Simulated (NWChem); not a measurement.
Species: CF cation, singlet

All runs: NWChem. Pople sets run with spherical d functions. Low-valent species are run as closed-shell singlets; no triplet was tried in these runs. Geometry: optimised at B3LYP/6-31G* (spherical d). Level: M06-2X/6-31G* with SMD (1 M gas to 1 M solution), gas-phase geometry. Reactions with the solvent are ignored.

**Question.** What does the run give for solvent water? Quantities: solvation free energy (kcal/mol); cavity-dispersion-structure term (kcal/mol).

**Answer.** The solvation free energy (kcal/mol) is -77.1 and the cavity-dispersion-structure term (kcal/mol) is 6.2.
